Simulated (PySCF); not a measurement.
# [OsOCl4]2+ at several levels of theory

Computed with PySCF 2.14.0 (density fitting, no spin-orbit coupling) at the geometry relaxed with BP86:

```xyz
6
[OsOCl4]2+ (singlet)
Os    0.0000    0.0000    0.1118
O     0.0000    0.0000    1.7960
Cl    2.2054    0.0000   -0.4079
Cl    0.0000    2.2054   -0.4079
Cl   -2.2054    0.0000   -0.4079
Cl    0.0000   -2.2054   -0.4079
```

```
level                                            basis    state  HOMO (eV)  gap (eV)  charge on Os1 (e)  dipole about the centre of mass (D)  largest force component (eV/Å)
 BP86  Os def2-SVP with ECP60, O def2-SVP, Cl def2-SVP  singlet     -18.76      0.14               0.73                                 1.36                            0.00
 BLYP                                         the same  singlet     -18.41      0.13               0.73                                 1.42                            0.61
B3LYP                                         the same  singlet     -19.66      1.23               0.83                                 1.40                            1.25
  PBE                                         the same  singlet     -18.65      0.14               0.71                                 1.36                            0.17
 BP86       Os x2c-SVPall, O x2c-SVPall, Cl x2c-SVPall  singlet     -18.80      0.09               0.32                                 1.47                            0.45
```

Charges are Mulliken's, which hang on the basis. The relaxation used the grid (50, 194), these runs (75, 302) or, all-electron (x2c bases, spin-free X2C Hamiltonian), (99, 590).

What does r2SCAN with Os def2-SVP with ECP60, O def2-SVP, Cl def2-SVP give here?

state singlet, HOMO (eV) -19.09, gap (eV) 0.20, charge on Os1 (e) 0.89, dipole about the centre of mass (D) 1.34, largest force component (eV/Å) 1.06. Time: 17 s on 2 threads of Arm Neoverse N1, with other jobs on the host, from an already converged density.

In the first row's basis the gap widens with exact exchange: 0.1 to 0.2 eV for BLYP, BP86, PBE, r2SCAN (none); 1.2 eV for B3LYP (a fixed share).

The relaxed state isn't the lowest spin state tried at its geometry. The gap of the closed shell is small, and it wasn't tested for a lower spin-broken solution at this geometry.

Small gap, closed shell not tested for a spin-broken solution: BLYP, B3LYP, PBE, r2SCAN, BP86 (x2c-SVP).
